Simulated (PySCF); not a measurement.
## MO₂ across group 16

Level: PBE0, basis family def2-TZVP, scalar-relativistic core potentials from Rb on and no relativity for lighter atoms.

Each entry is the lowest minimum that a search over a few typed start shapes (and spin states, where more than one is plausible) found, or that minimum re-optimised at the stated level; isomers with ligand–ligand bonds, or fragments after loss of a ligand pair, can lie lower. Open shells are unrestricted; no spin–orbit coupling; PySCF with density fitting.

```tsv
molecule	2S+1	point group	mean bond to the central atom (Å)	atomisation (kJ/mol)	dipole (D)	polar-tensor charge of the central atom	highest ω (cm⁻¹)
SO₂	1	C2v	1.431	1050	1.69	1.11	1421
SeO₂	1	C2v	1.599	830	2.80	1.10	1051
TeO₂	1	C2v	1.780	742	4.09	1.13	914
```

The bond lengthens at every step; the largest change, 0.181 Å, falls between SeO₂ and TeO₂ among the members listed.

Left out of the table are members whose search was unfinished or whose lowest solution was spin-contaminated, unstable, very soft or bonded differently.
